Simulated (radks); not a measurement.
Question: Coherent X-ray form factor from a spherical all-electron density. All-electron calculation, Dirac Kohn-Sham, exchange-only B88, spin-unpolarised, spherical densities, finite nucleus; Fermi nuclear charge, rms radius of each element as measured or else 0.836 A^(1/3) + 0.57 fm. Program: a radial shooting solver on a logarithmic mesh with Libxc functionals.

| sin(theta)/lambda (1/angstrom) | f0 (electrons) |
|---|---|
| 0.05 | 65.680 |
| 0.1 | 62.748 |
| 0.15 | 59.416 |
| 0.2 | 55.984 |
| 0.25 | 52.518 |
| 0.3 | 49.135 |
| 0.4 | 43.007 |
| 0.5 | 37.898 |
| 0.6 | 33.641 |
| 0.8 | 26.952 |
| 1 | 22.182 |
| 1.25 | 18.329 |
| 1.5 | 15.898 |
| 2 | 12.380 |

The species is in the configuration that NIST lists as its ground one. Which atom or ion scatters so?

Answer: Neutral holmium, [Xe] 4f11 6s2. Extrapolating in s^2 from the first two rows gives f0(0) = 66.7, near the electron count 67; among species with that count, the fall with angle is slower the higher Z, and the table is that of Z = 67; from so few rows the species is fixed only to a neighbour or two.
